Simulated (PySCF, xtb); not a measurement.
C2H7BrOSi, SMILES CCO[SiH2]Br.

GFN2-xTB in xtb 6.7.1 at its own geometry gives an orbital gap of 6.13 eV and a dipole moment of 5.43 D.

Geometry optimised at PBE0-D3(BJ)/def2-SVP. Other conformers were not sampled.

Q: What does HF/def2-TZVP in PySCF give? (The exact figures need the calculation; the answer reports its results.)

A: gap 14.72 eV (levels -11.32 and 3.40 eV), dipole 1.70 D.
